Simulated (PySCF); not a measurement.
Several molecules and their computed UV-vis stick spectra, shuffled. Theory: PySCF, TDDFT wB97X-D/def2-SVPD, vertical, gas phase, core orbitals frozen in the response. Geometries: GFN2-xTB; one conformer of each isolated species. Triplets are in the Tamm–Dancoff approximation.

A. `CO[SiH2][SiH]([SiH3])[SiH3]`
B. `C[SiH2][Si](F)(N)F`
C. `Oc1cccs1`
D. `[SiH3]C[SiH2][SiH2]O[SiH3]`
E. `[SiH3]C[Si@H]([SiH3])O[SiH3]`

Lowest singlet levels (six at most, fewer where fewer were computed) with oscillator strengths:

1. 203 nm (f 0.017); 184 nm (f 0.001); 181 nm (f 0.027); 169 nm (f 0.081); 164 nm (f 0.001); 161 nm (f 0.020); T1 5.49 eV
2. 249 nm (f 0.000); 228 nm (f 0.100); 211 nm (f 0.000); 201 nm (f 0.058); 197 nm (f 0.000); 183 nm (f 0.003); T1 3.64 eV
3. 177 nm (f 0.017); 168 nm (f 0.027); 162 nm (f 0.102); 158 nm (f 0.066); 154 nm (f 0.022); 150 nm (f 0.032); T1 6.40 eV
4. 190 nm (f 0.038); 176 nm (f 0.084); 174 nm (f 0.003); 164 nm (f 0.021); 159 nm (f 0.036); 157 nm (f 0.085); T1 5.88 eV
5. 194 nm (f 0.155); 189 nm (f 0.024); 188 nm (f 0.002); 180 nm (f 0.012); 176 nm (f 0.003); 169 nm (f 0.095); T1 5.62 eV

Problem. Match each spectrum to its molecule.

Solution. 1 = D, 2 = C, 3 = B, 4 = E, 5 = A.
- A: S1 at 6.38 eV, HOMO→LUMO (89%); Löwdin shares by element: HOMO silicon 60% or more, oxygen 12% (atoms not listed hold the other 28%); LUMO silicon 66% (atoms not listed hold the other 34%); HOMO -9.82 and LUMO 0.92 eV.
- B: S1 at 6.99 eV, HOMO→LUMO+1 (58%), HOMO→LUMO (36%); Löwdin shares by element: HOMO nitrogen 67%, hydrogen 13% or more, silicon 9% or more; LUMO silicon 52%, carbon 10%, hydrogen 10% or more (atoms not listed hold the other 28%); HOMO -10.21 and LUMO 1.42 eV.
- C: S1 at 4.97 eV, HOMO→LUMO (88%); Löwdin shares by element: HOMO carbon 61% or more, oxygen 16% (atoms not listed hold the other 22%); LUMO sulfur 54%, oxygen 16%, hydrogen 14% or more, carbon 6% or more; HOMO -8.06 and LUMO 1.35 eV; point group Cs, 3 of its 6 listed states under f = 0.0005.
- D: S1 at 6.09 eV, HOMO→LUMO (93%); Löwdin shares by element: HOMO silicon 43% or more, oxygen 23%, carbon 8% (atoms not listed hold the other 27%); LUMO silicon 55% or more, oxygen 6% (atoms not listed hold the other 39%); HOMO -9.68 and LUMO 0.92 eV.
- E: S1 at 6.52 eV, HOMO→LUMO (87%); Löwdin shares by element: HOMO silicon 43% or more, oxygen 16%, carbon 12% (atoms not listed hold the other 29%); LUMO silicon 50% or more, oxygen 7% (atoms not listed hold the other 43%); HOMO -9.60 and LUMO 1.34 eV.
A and E have S1 within 0.15 eV of each other; their strongest listed levels stand at 6.38 eV (f 0.155) and 7.91 eV (f 0.085).
